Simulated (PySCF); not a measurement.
BrF₃Sn. Atoms are numbered in the order given.

```xyz
5

F     -1.5525     0.8964     1.3207
Sn     0.0000     0.0000     0.5936
F      1.5525     0.8964     1.3207
F      0.0000    -1.7927     1.3207
Br     0.0000     0.0000    -1.8668
```

Geometry optimised at PBE-D3(BJ)/def2-SVP. The structure was generated by enumeration; whether it is a known compound was not checked. The def2 effective core potentials stand for the cores of Sn; spin–orbit coupling is left out.

Calculation: PBE-D3(BJ)/def2-SVP (PySCF 2.14.0).

Frequencies are harmonic and unscaled.

Modes within 1.5 cm⁻¹ of each other (mostly degenerate sets) share a row, with their intensities summed.

Computed vibrational spectrum:
```tsv
mode	ν (cm⁻¹)	IR (km/mol)	moving atoms (share of kinetic energy)
1–2	104	4.3	F 75 %, Br 14 %, Sn 11 %
3–4	157	35.4	F 82 %, Sn 17 %
5	171	33.5	F 79 %, Br 15 %
6	270	35.8	Br 54 %, Sn 40 %
7	615	39.0	F 93 %
8–9	644	101.1	F 83 %, Sn 17 %
```
